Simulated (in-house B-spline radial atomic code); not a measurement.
Al⁺. Computed with a B-spline radial atomic code. Model: non-relativistic spherical atom: semilocal Troullier-Martins pseudo-atom, one channel per l, against all electrons, high spin, G0W0 and RPA with empty states to l = 8, local potential for every l without a channel, a model core (radius 0 = none) keeps its share of the functional.

What the tables leave out is listed at the end.

The pseudopotential gives back the lowest level of each angular momentum of its own functional in the configuration it was made in; a second state of the same l is only approximately right. Exact exchange, RPA and GW see the smooth pseudo-orbitals and miss the exchange with the core, for which the functional's share stands in. The column with an uncorrelated core keeps all orbitals and exact exchange, and so separates missing core correlation from pseudisation. Only the three outermost levels and the lowest empty one were computed. RPA here is direct RPA, with no exchange kernel, and its energies carry an (l + 1/2)⁻⁴ tail. A hybrid on a potential with a model core restores only its own semilocal share of the core's exchange.

Command:
```bash
python run_psgw.py task.json out
```
Settings (lengths in bohr, energies in hartree):
```
Z                      13
electrons              12
configuration          [Ne] 3s2
generated_in           [Ne] 3s2 3p1
functional             lda,vwn
core_shells            2
radius_factor          1
core_correction        False
ion_configuration      [Ne] 3s1
```

Run time, properties included: 39 s on 1 thread of Arm Neoverse N1, with other jobs on the host.

Given: made with LDA VWN5; model core radius 0 bohr; local radius 0.857 bohr; mean-field start LDA VWN5.

Valence shells of the generating configuration: 2p, 3s, 3p.

Channel: s 2.051, p 0.646 (radii in bohr).

Computed: largest level miss in the spin-unpolarised generating configuration 0.015 eV; valence RPA correlation energy all-electron orbitals -0.44177 hartree; valence RPA correlation energy pseudo -0.53797 hartree; all-electron RPA polarisability, core included 18.128 bohr³; pseudo-atom RPA polarisability 18.174 bohr³; ionisation by RPA all-electron 19.24 eV; ionisation by RPA pseudo minus all 0.254 eV.

```tsv
level	occupied	mean-field all-electron (eV)	mean-field pseudo minus all (eV)	G0W0 all-electron (eV)	G0W0 uncorrelated core minus all (eV)	G0W0 pseudo minus all (eV)	exchange self-energy all-electron (eV)	exchange self-energy pseudo (eV)
3s	1	-14.89	0.02	-18.997	-0.038	-0.26	-12.341	-11.537
3p (empty)	0	-9.1614	0.034	-6.2863	0.012	0.085	-3.2719	-2.8621
```

**Question.** What is the ionisation by mean-field all-electron?

**Answer.** 18.893 eV.

**Question.** What is the ionisation by mean-field pseudo minus all?

**Answer.** -0.046 eV.

Given: mean-field start PBE0.

Computed: valence RPA correlation energy all-electron orbitals -0.41599 hartree; valence RPA correlation energy pseudo -0.51452 hartree; all-electron RPA polarisability, core included 16.237 bohr³; pseudo-atom RPA polarisability 16.017 bohr³; ionisation by mean-field all-electron 18.654 eV; ionisation by RPA all-electron 19.048 eV.

```json
{"level": "3s", "occupied": "1", "mean-field all-electron (eV)": "-15.739", "mean-field pseudo minus all (eV)": "-0.046", "G0W0 all-electron (eV)": "-18.979", "G0W0 uncorrelated core minus all (eV)": "-0.032", "G0W0 pseudo minus all (eV)": "-0.266", "exchange self-energy all-electron (eV)": "-12.111", "exchange self-energy pseudo (eV)": "-11.517"}
{"level": "3p (empty)", "occupied": "0", "mean-field all-electron (eV)": "-8.2233", "mean-field pseudo minus all (eV)": "0.044", "G0W0 all-electron (eV)": "-6.2337", "G0W0 uncorrelated core minus all (eV)": "0.011", "G0W0 pseudo minus all (eV)": "0.117", "exchange self-energy all-electron (eV)": "-2.999", "exchange self-energy pseudo (eV)": "-2.6671"}
```

**Question.** What is the ionisation by mean-field pseudo minus all?

**Answer.** 0.032 eV.

**Question.** What is the ionisation by RPA pseudo minus all?

**Answer.** 0.238 eV.

Given: mean-field start Hartree-Fock.

Computed: valence RPA correlation energy all-electron orbitals -0.36331 hartree; valence RPA correlation energy pseudo -0.46195 hartree; pseudo-atom RPA polarisability 11.687 bohr³; ionisation by mean-field all-electron 17.52 eV; ionisation by RPA all-electron 18.669 eV; ionisation by RPA pseudo minus all 0.258 eV.

| level | occupied | mean-field all-electron (eV) | mean-field pseudo minus all (eV) | G0W0 all-electron (eV) | G0W0 uncorrelated core minus all (eV) | G0W0 pseudo minus all (eV) | exchange self-energy all-electron (eV) | exchange self-energy pseudo (eV) |
| --- | --- | --- | --- | --- | --- | --- | --- | --- |
| 3s | 1 | -17.75 | -0.416 | -18.867 | -0.023 | -0.237 | -11.719 | -11.758 |
| 2p | 1 | -95.857 | 4.782 | -93.212 | -0.629 | 3.399 | -60.261 | -49.355 |
| 3p (empty) | 0 | -5.3089 | 0.217 | -6.0776 | 0.007 | 0.239 | -2.2475 | -1.9665 |

**Question.** What is the all-electron RPA polarisability, core included?

**Answer.** 12.759 bohr³.

**Question.** What is the ionisation by mean-field pseudo minus all?

**Answer.** 0.389 eV.

Among the listed levels the largest G0W0 shift of the pseudo-atom is +3.40 eV, for 2p on the Hartree-Fock start, while leaving the core uncorrelated moves that level by -0.63 eV. So pseudisation and the lost core exchange, not the missing core correlation, make the error. Not in the tables (levels of low weight, unsolved or above zero; the highest and the empty levels are kept at any weight): on LDA the G0W0 levels 2p (pseudo minus all +1.30 eV, weights 0.56 and 0.35); on PBE0 the G0W0 levels 2p (pseudo minus all +2.66 eV, weights 0.79 and 0.70).
